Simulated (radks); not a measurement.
Ru3+, configuration [Kr] 4d5 (the NIST ground configuration).

Method: scalar-relativistic Kohn-Sham, PBE, spin-polarised, spherical densities, finite nucleus; open shells are filled with parallel spins first (spin-orbit coupling, left out, can overturn this in heavy ions); Fermi nuclear charge, rms radius 4.4809 fm; computed with a radial shooting solver on a logarithmic mesh with Libxc functionals.

Energy parts (hartree):
total: -4528.80471
kinetic: 4683.21302
electron-nucleus: -10872.59247
Hartree: 1793.10027
exchange-correlation: -132.52552

Orbitals (lengths in bohr, moments of r in powers of bohr; r(max) is where P^2 peaks):
orbital  occ.  eigenvalue (hartree)   r(max)      <r>
1s down     1             -807.4505  0.02172  0.03344
1s up       1             -807.4499  0.02172  0.03344
2s up       1             -117.2215   0.1229   0.1457
2s down     1             -117.1920   0.1229   0.1457
2p up       3             -105.1190  0.09824   0.1270
2p down     3             -105.0969  0.09823   0.1269
3s up       1             -21.71009   0.3616   0.4027
3s down     1             -21.69526   0.3616   0.4026
3p up       3             -17.73471   0.3548   0.4030
3p down     3             -17.71775   0.3549   0.4029
3d up       5             -11.34222   0.3010   0.3841
3d down     5             -11.31536   0.3012   0.3839
4s up       1              -4.13346   0.9144    1.013
4s down     1              -3.99198   0.9095    1.007
4p up       3              -3.02207   0.9807    1.111
4p down     3              -2.87133   0.9743    1.106
4d up       5              -1.42957    1.171    1.430
4d down     0              -1.27588    1.163    1.449

The highest occupied level is 4d up at -38.901 eV. Spin moment in Bohr magnetons: 5. The density falls to 0.001 e/bohr^3 at r = 3.20 bohr. The electron density at the nucleus is 1.125e+05 e/bohr^3 (large components only). For comparison, the ionisation energy in NIST's Atomic Spectra Database is 45 eV (theoretical). In exact Kohn-Sham theory the highest level is minus the ionisation energy, but local and semilocal functionals leave it too shallow, through self-interaction and a potential that decays too fast; potentials with the right tail come closer. The spin density at the nucleus is -4.687 e/bohr^3 (1s -0.053, 2s -1.534, 3s 0.728, 4s -3.827).
